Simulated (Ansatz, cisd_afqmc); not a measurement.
Species: SiS, charge 0, triplet. This triplet is an excited state, 3.2 eV above the singlet at CCSD(T)/cc-pV(5+d)Z (Ansatz, a program for electronic structure). SiS (SMILES [Si]=S, triplet).
B3LYP-D3(BJ)/def2-TZVP minimum from Ansatz:
```xyz
2

Si     0.0000     0.0000    -1.1689
S      0.0000     0.0000     1.0227
```
Charge 0, spin multiplicity 3.

Total energies in cc-pV(T+d)Z, 10 correlated electrons, 10 frozen orbitals. UHF or UKS for unpaired electrons; spin-orbit terms are left out. Cores are frozen in correlated methods. No relativity. AFQMC/CISD: phaseless, guided by CISD from CCSD amplitudes; bars are statistical, one sigma. Outlying blocks are dropped, and bars are widened where a walk drifts. Over all cases where full CI ran beside it in this data, AFQMC minus full CI had a median of +0.1 mEh and passed +0.4 mEh in a tenth of the cases. The UHF reference of SSi ([Si]=S, triplet) is spin-contaminated (<S^2> up to 0.04 over the pure value in the sets run). The spin of SSi ([Si]=S, triplet) was assumed, and the state is the lowest solution found for it.

```
method         program         energy (Eh)  minus CCSDT(Q) (mEh)
----------  ----------  ------------------  --------------------
HF              Ansatz          -686.43630                265.81
MP2             Ansatz          -686.64767                 54.44
CCSD            Ansatz          -686.68390                 18.21
CCSD(T)         Ansatz          -686.69633                  5.78
CCSDT(Q)        Ansatz          -686.70211                  0.00
AFQMC/CISD  cisd_afqmc  -686.6978 ± 0.0003             4.3 ± 0.3
```

Rough core times of Ansatz's runs on a shared machine: CCSD(T) 30 s, CCSDT(Q) 4 min.
